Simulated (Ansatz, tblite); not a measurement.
Isomers of Ag$_{2}$Te$_{4}$ (singlet), found by a short tight-binding search and relaxed with PBE0-D4/def2-SVP in Ansatz.

In the def2 sets Ag, Te take a core potential; there is no spin–orbit coupling. The xTB rows come from tblite. Correlated methods freeze 16 core orbitals; core or outer-core shells of Ag, Te are correlated, in sets that lack core-valence functions.

Run but left out: HF/def2-TZVP, MP2/def2-TZVP (B: restricted singlet, unstable towards broken spin symmetry); B2PLYP/def2-TZVP (B: restricted singlet, unstable in another Hartree–Fock run and untested here).

A further structure is left out (at the level of its geometry, restricted singlet, unstable towards broken spin symmetry at other levels and untested here); at PBE0-D4/def2-TZVP its energy lies 1.78 eV above the lowest shown.

B: The restricted singlet is unstable towards broken spin symmetry in Hartree–Fock (as tested in another run); at PBE-D4/def2-SVP, r2SCAN-D4/def2-TZVP, PBE0-D4/def2-SVP, PBE0-D4/def2-TZVP and others this wasn't settled. This restricted singlet of an open-shell metal (gap down to 0.41 eV) wasn't tested against broken symmetry.

Other spin states weren't relaxed.

A:

```tsv
atom	x (Å)	y (Å)	z (Å)
Ag1	-0.6597	2.2764	0.0825
Ag2	0.1030	-0.8012	-2.2285
Te3	0.9192	1.4527	2.1153
Te4	-2.0328	0.0069	-0.6782
Te5	-0.1111	-0.9277	1.1946
Te6	1.7814	-2.0069	-0.4856
```

B:

```xyz
6

Ag   -0.2925    1.7478    2.1287
Ag    0.1979   -0.9711    2.6160
Te   -1.1632   -1.0014   -2.5867
Te    1.2621    0.1643   -2.7216
Te    1.3592    0.3578    0.2540
Te   -1.3636   -0.2975    0.3095
```

C:

```xyz
6

Ag    0.4416   -0.2667    1.8024
Ag   -0.7742   -1.6431   -0.3859
Te   -2.1582    0.3495    1.0060
Te    1.9996   -1.3209   -0.2601
Te   -0.4863    2.2164   -0.2231
Te    0.9776    0.6647   -1.9393
```

Problem. Estimate their order by electronic energy at RPA@PBE/def2-TZVP, counted from the lowest.

Solution. C (0.0) < A (15.7) < B (43.0), in kcal/mol.

Problem. Do the other levels pick the same lowest one?

Solution. All that were run do. Energies above each level's lowest (kcal/mol):

```json
{"level": "GFN1-xTB", "A": "16.3", "B": "40.7", "C": "0.0"}
{"level": "GFN2-xTB", "A": "10.1", "B": "25.8", "C": "0.0"}
{"level": "PBE-D4/def2-SVP", "A": "15.4", "B": "38.0", "C": "0.0"}
{"level": "PBE-D4/def2-TZVP", "A": "15.0", "B": "36.9", "C": "0.0"}
{"level": "r2SCAN-D4/def2-TZVP", "A": "16.0", "B": "41.8", "C": "0.0"}
{"level": "PBE0-D4/def2-SVP", "A": "15.8", "B": "44.7", "C": "0.0"}
{"level": "PBE0-D4/def2-TZVP", "A": "15.3", "B": "43.6", "C": "0.0"}
{"level": "r2SCAN0-D4/def2-TZVP", "A": "15.9", "B": "46.8", "C": "0.0"}
{"level": "ωB97M-V/def2-TZVP", "A": "16.1", "B": "54.0", "C": "0.0"}
{"level": "RPA@PBE/def2-TZVP", "A": "15.7", "B": "43.0", "C": "0.0"}
```
Point groups (tolerance 0.1 Å): A Cs, B not assigned, C not assigned. Lower isomers may exist.
